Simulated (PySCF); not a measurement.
Sn(Br)(SiH3) (BrH₃SiSn), SMILES [Sn]([SiH3])[Br] (connectivity only; charge and spin as stated), neutral, multiplicity 1.

The structure is a stationary point at B3LYP-D3(BJ)/def2-SVP. The structure was generated by enumeration; whether it is a known compound was not checked. The def2 effective core potentials stand for the cores of Sn; spin–orbit coupling is left out.

Level of theory: PBE/def2-TZVPD run with PySCF.

Symmetry labels are those of the subgroup Cs that the program uses (full group Cs).

Computed valence orbital energies around the gap with their symmetry:
```
orbital  symmetry  energy (eV)
-------  --------  -----------
HOMO−7         A'       -13.27
HOMO−6         A'       -11.39
HOMO−5         A"        -8.45
HOMO−4         A'        -8.44
HOMO−3         A'        -7.68
HOMO−2         A"        -7.24
HOMO−1         A'        -7.17
HOMO           A'        -5.59
LUMO           A"        -4.05
LUMO+1         A'        -2.06
LUMO+2         A'        -1.00
LUMO+3         A'        -0.39
```
